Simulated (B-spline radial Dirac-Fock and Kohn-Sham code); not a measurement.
ΔSCF core binding energies without Breit or QED terms, calculated with a radial B-spline solver.

A sound run for cerium as Ce³⁺, [Xe] 4f1: The ground state converged in 10 iterations, with total energy -8859.85205 Ha, virial ratio 1.93217 and highest orbital energy -37.53 eV. ΔSCF binding energies: K (1s) 40632.2 eV, L3 (2p3/2) 5770.7 eV, M5 (3d5/2) 920.0 eV.

A second run, with one unsound setting: The ground state converged in 9 iterations, with total energy -8859.08870 Ha, virial ratio 1.93156 and highest orbital energy -30.95 eV. ΔSCF binding energies: K (1s) 40624.9 eV, L3 (2p3/2) 5763.7 eV, M5 (3d5/2) 913.3 eV.

```
iter   energy (Ha)        error
   1    -8852.29676196  1.98e+00
   2    -8857.45659201  3.08e-01
   3    -8858.97528254  7.92e-02
   4    -8859.08131309  1.94e-02
   5    -8859.08688760  1.03e-02
   6    -8859.08869690  6.18e-04
   7    -8859.08870214  1.21e-04
   8    -8859.08870230  1.53e-05
   9    -8859.08870230  5.27e-07
```

Question: Which fault fits the second run best?
A. speed of light below Z
B. box too small
C. damping too heavy
D. tolerance below the noise

Answer: B. The input had rmax = 3.0: rmax squeezes the outer orbitals.
